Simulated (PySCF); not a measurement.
PySCF job for 5-(5-fluoropyrimidin-2-yl)thiophene-2-carbaldehyde (C9H5FN2OS), SMILES c1cc(sc1-c1ncc(F)cn1)C=O, TDA-B3LYP/def2-SVP. Geometry: B3LYP-D3(BJ)/def2-SVP. One conformer was computed; it need not be the lowest.

```python
import numpy as np
from pyscf import gto, scf, dft, tdscf

mol = gto.M(
    atom='''
    O    -1.35589963    4.59819133    0.00000000
    C    -0.18940281    4.27048688    0.00000000
    C     0.29264575    2.89043902    0.00000000
    C     1.61142404    2.46088778    0.00000000
    C     1.72412924    1.05255920    0.00000000
    C     0.48703788    0.42722859    0.00000000
    C     0.22381994   -1.01186561    0.00000000
    N     1.28412668   -1.83657335    0.00000000
    C     1.04427295   -3.14296990    0.00000000
    C    -0.26240237   -3.63195428    0.00000000
    F    -0.50303178   -4.94208504    0.00000000
    C    -1.30810714   -2.70949130    0.00000000
    N    -1.06061981   -1.40435406    0.00000000
    S    -0.82643557    1.56007414    0.00000000
    H     0.63443222    5.03047787    0.00000000
    H     2.45775834    3.15008868    0.00000000
    H     2.65579710    0.48832978    0.00000000
    H     1.89468514   -3.83423950    0.00000000
    H    -2.35027349   -3.04803873    0.00000000
    ''',
    basis='def2-SVP',
    charge=0,
    spin=0,
    symmetry=True,
    max_memory=1600,
    verbose=4,
)
mf = dft.RKS(mol, xc='b3lyp').density_fit(auxbasis='def2-universal-jkfit')
mf.grids.level = 3
mf.conv_tol = 1e-9
mf.max_cycle = 100
mf.kernel()
mf.grids = dft.Grids(mol).set(level=1).build(with_non0tab=True)  # coarser grid for the response kernel
td = tdscf.TDA(mf)
td.singlet = True
td.nstates = 6
td.conv_tol = 1e-4
td.positive_eig_threshold = 1e-6
td.kernel(x0=td.get_init_guess(mf, 11))
td.analyze()
tt = tdscf.TDA(mf)
tt.singlet = False
tt.nstates = 2
tt.conv_tol = 1e-4
tt.positive_eig_threshold = 1e-6
tt.kernel(x0=tt.get_init_guess(mf, 7))
tt.analyze(verbose=3)
```

Log of the run:

```
PySCF version 2.14.0

[INPUT] verbose = 4
[INPUT] num. atoms = 19
[INPUT] num. electrons = 106
[INPUT] charge = 0
[INPUT] spin (= nelec alpha-beta = 2S) = 0
[INPUT] symmetry True subgroup None
[INPUT] Mole.unit = angstrom
[INPUT] Symbol           X                Y                Z      unit          X                Y                Z       unit  Magmom
[INPUT]  1 O     -1.355899630000   4.598191330000   0.000000000000 AA   -2.562278953099   8.689322282050   0.000000000000 Bohr   0.0
[INPUT]  2 C     -0.189402810000   4.270486880000   0.000000000000 AA   -0.357919438123   8.070050621748   0.000000000000 Bohr   0.0
[INPUT]  3 C      0.292645750000   2.890439020000   0.000000000000 AA    0.553020319018   5.462138127556   0.000000000000 Bohr   0.0
[INPUT]  4 C      1.611424040000   2.460887780000   0.000000000000 AA    3.045150106140   4.650403927489   0.000000000000 Bohr   0.0
[INPUT]  5 C      1.724129240000   1.052559200000   0.000000000000 AA    3.258132066955   1.989048617891   0.000000000000 Bohr   0.0
[INPUT]  6 C      0.487037880000   0.427228590000   0.000000000000 AA    0.920368205489   0.807345027684   0.000000000000 Bohr   0.0
[INPUT]  7 C      0.223819940000  -1.011865610000   0.000000000000 AA    0.422958387817  -1.912148877766   0.000000000000 Bohr   0.0
[INPUT]  8 N      1.284126680000  -1.836573350000   0.000000000000 AA    2.426647734447  -3.470620639175   0.000000000000 Bohr   0.0
[INPUT]  9 C      1.044272950000  -3.142969900000   0.000000000000 AA    1.973389874792  -5.939352328752   0.000000000000 Bohr   0.0
[INPUT] 10 C     -0.262402370000  -3.631954280000   0.000000000000 AA   -0.495868613737  -6.863398886142   0.000000000000 Bohr   0.0
[INPUT] 11 F     -0.503031780000  -4.942085040000   0.000000000000 AA   -0.950592296152  -9.339187209910   0.000000000000 Bohr   0.0
[INPUT] 12 C     -1.308107140000  -2.709491300000   0.000000000000 AA   -2.471964236188  -5.120196493892   0.000000000000 Bohr   0.0
[INPUT] 13 N     -1.060619810000  -1.404354060000   0.000000000000 AA   -2.004280963188  -2.653844555321   0.000000000000 Bohr   0.0
[INPUT] 14 S     -0.826435570000   1.560074140000   0.000000000000 AA   -1.561736886899   2.948112858616   0.000000000000 Bohr   0.0
[INPUT] 15 H      0.634432220000   5.030477870000   0.000000000000 AA    1.198903140400   9.506225449985   0.000000000000 Bohr   0.0
[INPUT] 16 H      2.457758340000   3.150088680000   0.000000000000 AA    4.644490142966   5.952804873293   0.000000000000 Bohr   0.0
[INPUT] 17 H      2.655797100000   0.488329780000   0.000000000000 AA    5.018729161414   0.922809542669   0.000000000000 Bohr   0.0
[INPUT] 18 H      1.894685140000  -3.834239500000   0.000000000000 AA    3.580436006883  -7.245662550989   0.000000000000 Bohr   0.0
[INPUT] 19 H     -2.350273490000  -3.048038730000   0.000000000000 AA   -4.441373213926  -5.759958416767   0.000000000000 Bohr   0.0

nuclear repulsion = 894.835992177655
point group symmetry = Cs
symmetry origin: [1.78276050e-09 5.34828215e-10 0.00000000e+00]
symmetry axis x: [1.0000000e+00 6.8547944e-11 0.0000000e+00]
symmetry axis y: [-6.8547944e-11  1.0000000e+00  0.0000000e+00]
symmetry axis z: [0. 0. 1.]
num. orbitals of irrep A' = 163
num. orbitals of irrep A" = 62
number of shells = 101
number of NR pGTOs = 383
number of NR cGTOs = 225
basis = def2-SVP
ecp = {}


******** <class 'pyscf.df.df_jk.DFSymAdaptedRKS'> ********
method = DFSymAdaptedRKS
initial guess = minao
damping factor = 0
level_shift factor = 0
DIIS = <class 'pyscf.scf.diis.CDIIS'>
diis_start_cycle = 1
diis_space = 8
diis_damp = 0
SCF conv_tol = 1e-09
SCF conv_tol_grad = None
SCF max_cycles = 100
direct_scf = False
XC library pyscf.dft.libxc version 7.1.2
    S. Lehtola, C. Steigemann, M. J. T. Oliveira, and M. A. L. Marques,  SoftwareX 7, 1–5 (2018)
XC functionals = b3lyp
    P. J. Stephens, F. J. Devlin, C. F. Chabalowski, and M. J. Frisch,  J. Phys. Chem. 98, 11623 (1994)
radial grids:
    Treutler-Ahlrichs [JCP 102, 346 (1995); DOI:10.1063/1.469408] (M4) radial grids

becke partition: Becke, JCP 88, 2547 (1988); DOI:10.1063/1.454033
pruning grids: <function nwchem_prune>
grids dens level: 3
symmetrized grids: True
atomic radii adjust function: <function treutler_atomic_radii_adjust>
small_rho_cutoff = 0
Freeze 0 electrons in irreps []
    106 free electrons in irreps A' A"
Set gradient conv threshold to 3.16228e-05
Initial guess from minao.
tot grids = 251136
******** <class 'pyscf.df.df.DF'> ********
auxbasis = def2-universal-jkfit
init E= -1030.62515741841
HOMO (A") = -0.263211517814003  LUMO (A") = -0.154062785806725  gap/eV = 2.97009
cycle= 1 E= -1027.92816937422  delta_E=  2.7  |g|= 0.983  |ddm|= 5.69
HOMO (A") = -0.0893652179767424  LUMO (A") = -0.0783114641210347  gap/eV = 0.30079
cycle= 2 E= -1025.19668729982  delta_E= 2.73  |g|= 2.75  |ddm|=  3.6
HOMO (A') = -0.192863555227792  LUMO (A") = -0.125812577782946  gap/eV = 1.82455
cycle= 3 E= -1027.87406968789  delta_E= -2.68  |g|= 0.891  |ddm|= 3.37
HOMO (A") = -0.242817996518342  LUMO (A") = -0.105142731908038  gap/eV = 3.74633
cycle= 4 E= -1028.1109642247  delta_E= -0.237  |g|= 0.244  |ddm|= 1.08
HOMO (A") = -0.243402318896581  LUMO (A") = -0.0968998431568506  gap/eV = 3.98654
cycle= 5 E= -1028.11340138284  delta_E= -0.00244  |g|= 0.237  |ddm|= 0.509
HOMO (A") = -0.24933001593421  LUMO (A") = -0.0982101925432888  gap/eV = 4.11218
cycle= 6 E= -1028.12837024084  delta_E= -0.015  |g|= 0.0564  |ddm|=  0.3
HOMO (A") = -0.248264095579124  LUMO (A") = -0.0950802676185267  gap/eV = 4.16834
cycle= 7 E= -1028.12904558379  delta_E= -0.000675  |g|= 0.0224  |ddm|= 0.0897
HOMO (A") = -0.247391919142887  LUMO (A") = -0.0948950787547487  gap/eV = 4.14965
cycle= 8 E= -1028.12916881302  delta_E= -0.000123  |g|= 0.00879  |ddm|= 0.0381
HOMO (A") = -0.247762598493412  LUMO (A") = -0.0952398140485524  gap/eV = 4.15036
cycle= 9 E= -1028.12918908855  delta_E= -2.03e-05  |g|= 0.00257  |ddm|= 0.0129
HOMO (A") = -0.24778903211998  LUMO (A") = -0.0953024995616958  gap/eV = 4.14937
cycle= 10 E= -1028.12919049562  delta_E= -1.41e-06  |g|= 0.00131  |ddm|= 0.00459
HOMO (A") = -0.247739671204819  LUMO (A") = -0.0952507878401159  gap/eV = 4.14943
cycle= 11 E= -1028.12919088718  delta_E= -3.92e-07  |g|= 0.000515  |ddm|= 0.00185
HOMO (A") = -0.247718612700966  LUMO (A") = -0.095230799122096  gap/eV = 4.14940
cycle= 12 E= -1028.12919094351  delta_E= -5.63e-08  |g|= 0.000234  |ddm|= 0.00096
HOMO (A") = -0.247742752885482  LUMO (A") = -0.0952485042238003  gap/eV = 4.14958
cycle= 13 E= -1028.12919095027  delta_E= -6.76e-09  |g|= 0.000184  |ddm|= 0.000404
HOMO (A") = -0.247739921491591  LUMO (A") = -0.0952466504262075  gap/eV = 4.14955
cycle= 14 E= -1028.12919095707  delta_E= -6.8e-09  |g|= 1.73e-05  |ddm|= 0.000197
HOMO (A") = -0.247740000365305  LUMO (A") = -0.0952463546973967  gap/eV = 4.14956
cycle= 15 E= -1028.12919095708  delta_E= -1.09e-11  |g|= 1.62e-05  |ddm|= 3.95e-05
HOMO (A") = -0.247740356297882  LUMO (A") = -0.0952467219906468  gap/eV = 4.14956
Extra cycle  E= -1028.12919095696  delta_E= 1.16e-10  |g|= 2.67e-05  |ddm|= 4.8e-05
converged SCF energy = -1028.12919095696
tot grids = 86016
Overwritten attributes  positive_eig_threshold  of <class 'pyscf.tdscf.rks.TDA'>


******** <class 'pyscf.tdscf.rks.TDA'> for <class 'pyscf.df.df_jk.DFSymAdaptedRKS'> ********
nstates = 6 singlet
deg_eia_thresh = 1.000e-03
wfnsym = None
conv_tol = 0.0001
eigh lindep = 1e-12
eigh level_shift = 0
eigh max_cycle = 100


Excitation energies (eV)
[3.41146074 3.91598169 4.18252039 4.25409011 4.27974289 4.49630775]

** Singlet excitation energies and oscillator strengths **
Excited State   1:   A"      3.41146 eV    363.43 nm  f=0.0001
      52 -> 54       -0.67347
      52 -> 56       -0.18531
Excited State   2:   A"      3.91598 eV    316.61 nm  f=0.0000
      50 -> 54        0.68756
      50 -> 56       -0.12569
Excited State   3:   A"      4.18252 eV    296.43 nm  f=0.0054
      50 -> 55       -0.66961
      52 -> 55        0.22265
Excited State   4:   A'      4.25409 eV    291.45 nm  f=0.6467
      53 -> 54        0.59758
      53 -> 55       -0.33511
Excited State   5:   A'      4.27974 eV    289.70 nm  f=0.2683
      53 -> 54        0.33365
      53 -> 55        0.59192
Excited State   6:   A'      4.49631 eV    275.75 nm  f=0.0217
      51 -> 54       -0.65232
      53 -> 56       -0.18514

** Transition electric dipole moments (AU) **
state          X           Y           Z        Dip. S.      Osc.
  1         0.0000     -0.0000     -0.0263      0.0007      0.0001
  2         0.0000      0.0000      0.0006      0.0000      0.0000
  3         0.0000      0.0000      0.2295      0.0527      0.0054
  4        -0.1911     -2.4836     -0.0000      6.2050      0.6467
  5         0.3415     -1.5627     -0.0000      2.5587      0.2683
  6         0.4429      0.0186     -0.0000      0.1965      0.0217

** Transition velocity dipole moments (imaginary part, AU) **
state          X           Y           Z        Dip. S.      Osc.
  1         0.0000     -0.0000     -0.0115      0.0001      0.0007
  2         0.0000      0.0000      0.0022      0.0000      0.0000
  3         0.0000      0.0000     -0.0190      0.0004      0.0016
  4         0.0077     -0.1247     -0.0000      0.0156      0.0666
  5        -0.0768     -0.0703     -0.0000      0.0108      0.0459
  6        -0.0799     -0.0138     -0.0000      0.0066      0.0265

** Transition magnetic dipole moments (imaginary part, AU) **
state          X           Y           Z
  1         0.6318     -0.2505      0.0000
  2        -0.1758     -0.1713      0.0000
  3        -0.3495      0.0730      0.0000
  4        -0.0000      0.0000      0.6686
  5        -0.0000     -0.0000     -0.1064
  6        -0.0000     -0.0000     -0.1078


******** <class 'pyscf.tdscf.rks.TDA'> for <class 'pyscf.df.df_jk.DFSymAdaptedRKS'> ********
nstates = 2 triplet
deg_eia_thresh = 1.000e-03
wfnsym = None
conv_tol = 0.0001
eigh lindep = 1e-12
eigh level_shift = 0
eigh max_cycle = 100


Excitation energies (eV)
[2.61416937 2.97935531]

** Triplet excitation energies and oscillator strengths **
Excited State   1:   A'      2.61417 eV    474.28 nm  f=0.0000
Excited State   2:   A"      2.97936 eV    416.14 nm  f=0.0000
```

Self-consistency was reached.

Cost: around 10 core-minutes (rough).
